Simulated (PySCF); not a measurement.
C₃H₁₁NSi₂, SMILES C=CN([SiH3])C[SiH3]. Geometry optimised at B3LYP-D3(BJ)/def2-SVP. This is a generated structure with no PubChem entry under its InChIKey; it may be hypothetical. One conformer was computed; it need not be the lowest.

Question: Give the equilibrium geometry at B3LYP-D3(BJ)/def2-SVP (PySCF confirms it by a frequency run) as bond lengths and angles. (Estimate from the structure and the level; the computed values follow.)

Answer: This is not unique; one that fits is 
Atoms: C1 C2 N3 Si4 C5 Si6 H7 H8 H9 H10 H11 H12 H13 H14 H15 H16 H17. Bond lengths (Å): C1–C2 1.345, C1–H7 1.093, C1–H8 1.090, C2–N3 1.392, C2–H9 1.097, N3–Si4 1.762, N3–C5 1.469, Si4–H10 1.490, Si4–H11 1.493, Si4–H12 1.488, C5–Si6 1.909, C5–H13 1.105, C5–H14 1.102, Si6–H15 1.491, Si6–H16 1.492, Si6–H17 1.494. Angles (°): C2–C1–H7 123.1, C2–C1–H8 119.8, H7–C1–H8 117.2, C1–C2–N3 127.2, C1–C2–H9 119.1, N3–C2–H9 113.7, C2–N3–Si4 120.9, C2–N3–C5 117.2, Si4–N3–C5 121.6, N3–Si4–H10 109.7, N3–Si4–H11 112.7, N3–Si4–H12 105.9, H10–Si4–H11 108.1, H10–Si4–H12 111.1, H11–Si4–H12 109.4, N3–C5–Si6 112.7, N3–C5–H13 109.6, N3–C5–H14 109.6, Si6–C5–H13 110.1, Si6–C5–H14 108.9, H13–C5–H14 105.6, C5–Si6–H15 109.8, C5–Si6–H16 108.8, C5–Si6–H17 110.7, H15–Si6–H16 109.0, H15–Si6–H17 109.3, H16–Si6–H17 109.3.
